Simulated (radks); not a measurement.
Results of a calculation; reference values are marked as such.
Initial-state core-level shifts of the gold ion Au2+ when its valence configuration changes from [Xe] 4f14 5d9. Code: a radial shooting solver on a logarithmic mesh with Libxc functionals. Model: Dirac Kohn-Sham, BLYP, spin-unpolarised, spherical densities, point nucleus; open shells fill j = l - 1/2 first. Shifts are changes of the shell-averaged eigenvalues in eV (positive: less bound).

[
 {"valence": "4f14 5d8.5 6p0.5", "1s": "-2.386", "2p": "-2.464", "4p": "-2.440", "4d": "-2.441"},
 {"valence": "4f14 5d8.5 6s0.5", "1s": "-1.763", "2p": "-1.852", "4p": "-1.818", "4d": "-1.820"},
 {"valence": "4f13 5d9 6s1", "1s": "-16.151", "2p": "-17.361", "4p": "-16.728", "4d": "-16.168"},
 {"valence": "4f14 5d7.5 6p1.5", "1s": "-7.287", "2p": "-7.545", "4p": "-7.448", "4d": "-7.451"},
 {"valence": "4f14 5d8 6s1", "1s": "-3.585", "2p": "-3.767", "4p": "-3.693", "4d": "-3.696"},
 {"valence": "4f13.5 5d9 6p0.5", "1s": "-8.573", "2p": "-9.156", "4p": "-8.885", "4d": "-8.607"},
 {"valence": "4f13 5d9 6p1", "1s": "-17.391", "2p": "-18.582", "4p": "-17.968", "4d": "-17.407"},
 {"valence": "4f12 5d9 6s2", "1s": "-33.280", "2p": "-35.797", "4p": "-34.231", "4d": "-33.091"},
 {"valence": "4f13 5d10", "1s": "-12.390", "2p": "-13.412", "4p": "-12.865", "4d": "-12.303"}
]
